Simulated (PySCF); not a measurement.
Input of a run (B3LYP/6-31+G* geometry optimisation, gas phase (PySCF 2.14.0)), started from GFN2-xTB:
```
{"job": {"xc": "B3LYP", "basis": "6-31+G*", "grid": 1, "kind": "geom"}, "charge": 0, "multiplicity": 1}
Cl     3.042687     0.218554    -0.005508
C      1.316441     0.094595    -0.004410
C      0.549692     1.248321     0.010284
C     -0.830312     1.141913     0.011278
C     -1.435959    -0.103330    -0.000586
C     -0.657981    -1.248812    -0.015506
C      0.723057    -1.157157    -0.017145
H      1.028559     2.214907     0.021523
H     -1.432451     2.037986     0.022778
H     -2.512696    -0.180709     0.003034
H     -1.125473    -2.221816    -0.024227
H      1.335634    -2.045137    -0.027543
```

Output (energies in Eh, forces in Eh/bohr):
```
step   0  E = -691.84596352  max force = 0.013811
step   1  E = -691.84732761  max force = 0.006169
step   2  E = -691.84737370  max force = 0.004199
step   3  E = -691.84742413  max force = 0.001401
step   4  E = -691.84742717  max force = 0.001122
step   5  E = -691.84743085  max force = 0.000575
step   6  E = -691.84743336  max force = 0.000108
optimisation converged
```

Q: Summarise the run.

A: The energy falls by 3.9 kJ/mol over 7 energy and gradient evaluations, the largest force component goes from 0.0138 to 1.1e-04 Eh/bohr, and the atoms move by 0.019 Å rms after alignment. The bond that changes most is Cl1–C2 (aryl chlorine to aromatic C–Cl carbon), which lengthens by 0.029 Å. Bonds longer at the end by more than 0.005 Å: 12 of 12; shorter: 0. The energy never rose by more than 1e-6 Eh on the way. The first step brought 93 % of the lowering.

Q: What are the final bond lengths?

A: Cl1–C2 1.760 Å, C2–C3 1.396 Å, C3–C4 1.398 Å, C4–C5 1.398 Å, C5–C6 1.398 Å, C6–C7 1.398 Å, C2–C7 1.396 Å, C3–H8 1.085 Å, C4–H9 1.087 Å, C5–H10 1.086 Å, C6–H11 1.087 Å, C7–H12 1.085 Å. Numbering counts from 1 in the input's order; the species is chlorobenzene (`Clc1ccccc1`).

The run used 140 basis functions and 43 SCF cycles in all. The run took 39 s of wall time on Arm Neoverse V1, one thread (shared host), and the process peaked at 0.61 GiB of memory.

No B3LYP/6-31+G* frequencies stand behind this structure, so it isn't proved a minimum.
